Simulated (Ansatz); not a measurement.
Geometry optimisation, Ansatz, RKS PBE-D4/6-31G*.

The input (input.yaml):

```yaml
crystal:
  periodic: [false, false, false]
  atoms:
    - { symbol: C, position_ang: [-1.5552, 0.1382, 1.3489] }
    - { symbol: O, position_ang: [-1.3195, -0.3746, 0.0778] }
    - { symbol: Si, position_ang: [0.3486, -0.6953, -0.0085] }
    - { symbol: B, position_ang: [1.0742, -0.3179, -1.9101] }
    - { symbol: C, position_ang: [1.3778, 0.596, -0.7102] }
    - { symbol: H, position_ang: [-1.0759, 1.1685, 1.4842] }
    - { symbol: H, position_ang: [-1.3399, -0.5263, 2.1645] }
    - { symbol: H, position_ang: [-2.6535, 0.4089, 1.3803] }
    - { symbol: H, position_ang: [-1.64633, -0.89878, -0.69584] }
    - { symbol: H, position_ang: [1.0234, -0.5845, -3.0353] }
    - { symbol: H, position_ang: [0.8741, 1.5971, -0.7116] }
    - { symbol: H, position_ang: [2.4715, 0.5724, -0.4107] }
basis:
  gaussian: { orbitals: "6-31G*" }
hamiltonian:
  xc: pbe
  dispersion: d4
relax:
  f_tol: 0.02
  max_steps: 50
```

Launched with:

```bash
$ ansatz run input.yaml --threads 2 --pin off --max-ram 3072MiB --backend cpu --events-out ev --progress --plain --runs-dir out
```

Task: Where does it end, and by what steps?

Result: It converged. After 22 steps the energy has fallen by 3.105 eV; H11 moved furthest, 1.71 Å.

```csv
step,energy less start (eV),largest force component (eV/Å),accepted
0,0.0000,4.858,yes
1,-1.5341,2.570,yes
2,-2.3302,1.137,yes
3,-2.6074,1.204,yes
4,-2.7764,0.534,yes
5,-2.8857,0.544,yes
6,-2.9630,0.440,yes
7,-3.0083,0.304,yes
8,-3.0255,0.368,yes
9,-3.0362,0.300,yes
10,-3.0548,0.270,yes
11,-3.0654,0.354,yes
12,-3.0811,0.272,yes
13,-3.0879,0.247,yes
14,-3.0099,0.537,no
15,-3.0995,0.059,yes
16,-3.1015,0.055,yes
17,-3.1030,0.090,yes
18,-3.1035,0.130,yes
19,-3.1042,0.058,yes
20,-3.1045,0.034,yes
21,-3.1046,0.021,yes
22,-3.1047,0.014,yes
```

```xyz
12
Properties=species:S:1:pos:R:3
C -1.997 -0.065 1.410
O -1.175 0.279 0.267
Si 0.914 -0.143 0.427
B 0.977 -0.495 -1.479
C 1.909 0.645 -1.306
H -1.564 0.480 2.260
H -1.973 -1.149 1.617
H -3.032 0.270 1.232
H -1.438 -0.255 -0.515
H 0.282 -0.737 -2.434
H 1.997 1.503 -1.993
H 2.680 0.751 -0.513
```

Whether the end is a true minimum wasn't checked by a vibrational analysis.

Run time: 53 s on 2 threads of Arm Neoverse V1, on a shared host, peak memory 0.15 GiB.
